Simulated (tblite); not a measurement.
C₅H₉NO.
Numbering: `[CH2:1]=[CH:2][C:3](=[O:4])[CH2:5][CH2:6][NH2:7]` (hydrogens: H8, H9 on C1; H10 on C2; H11, H12 on C5; H13, H14 on C6; H15, H16 on N7)

Computed with GFN2-xTB (tblite), gas phase: nudged elastic band of 9 images (0 to 8), spring 0.2 eV/Å², climbing image at the end, force threshold 0.05 eV/Å. No saddle search or frequency run followed, so the top image need not be a first-order saddle, and its height can exceed the method's true barrier by a kcal/mol or more.

Path: rotation about C5–C6 (sp3 carbon next to a carbonyl, sp3 carbon bound to nitrogen), followed by the dihedral C3–C5–C6–N7. Start geometry (image 0):
```
atom  x, y, z in Å
C1     -3.191    0.044    0.526
C2     -1.981    0.463    0.178
C3     -0.775   -0.360    0.438
O4     -0.828   -1.459    0.940
C5      0.523    0.299    0.023
C6      1.748   -0.591    0.282
N7      3.016   -0.007   -0.105
H8     -3.310   -0.914    1.005
H9     -4.081    0.625    0.351
H10    -1.825    1.419   -0.302
H11     0.453    0.548   -1.041
H12     0.615    1.240    0.575
H13     1.628   -1.530   -0.264
H14     1.796   -0.831    1.347
H15     3.022    0.207   -1.097
H16     3.180    0.857    0.401
```

The converged band, energies from image 0, some withheld:

| image | dihedral (°) | C3–C5 (Å) | C5–C6 (Å) | C6–N7 (Å) | C3–C5–C6 (°) | C5–C6–N7 (°) | E (meV) |
| --- | --- | --- | --- | --- | --- | --- | --- |
| 0 | 180 | 1.514 | 1.536 | 1.449 | 112.7 | 114.8 | 0 |
| 1 | -164 | 1.515 | 1.537 | 1.449 | 112.9 | 114.9 | 12 |
| 2 | -149 | 1.516 | 1.540 | 1.449 | 113.2 | 115.2 | 35 |
| 3 | -134 | 1.517 | 1.543 | 1.449 | 113.4 | 115.4 | ? |
| 4 | -119 | 1.518 | 1.544 | 1.448 | 113.6 | 115.4 | ? |
| 5 | -104 | 1.518 | 1.543 | 1.448 | 113.6 | 115.4 | 52 |
| 6 | -89 | 1.517 | 1.541 | 1.448 | 113.5 | 115.3 | 23 |
| 7 | -75 | 1.516 | 1.540 | 1.447 | 113.3 | 115.2 | -9 |
| 8 | -62 | 1.514 | 1.540 | 1.447 | 113.2 | 115.4 | ? |

Problem. Estimate the withheld energies, and name the highest image.

Solution. image 3: 57 meV; image 4: 65 meV; image 8: -27 meV. The highest is image 4.

Problem. Between which neighbours does the energy rise most, and fall most?

Solution. It rises most from image 1 to 2 (+23 meV) and falls most from image 6 to 7 (-32 meV).

Problem. Give the height of the top above the start in other units, and in kT at 298.15 K.

Solution. 0.0647 eV = 1.49 kcal/mol = 6.2 kJ/mol = 522 cm⁻¹, or 2.5 kT.

What follows is the cost of the whole band run. The run took 2.5 s on one thread of an Arm Neoverse V1, on a shared host, and the process peaked at 0.19 GiB of memory.
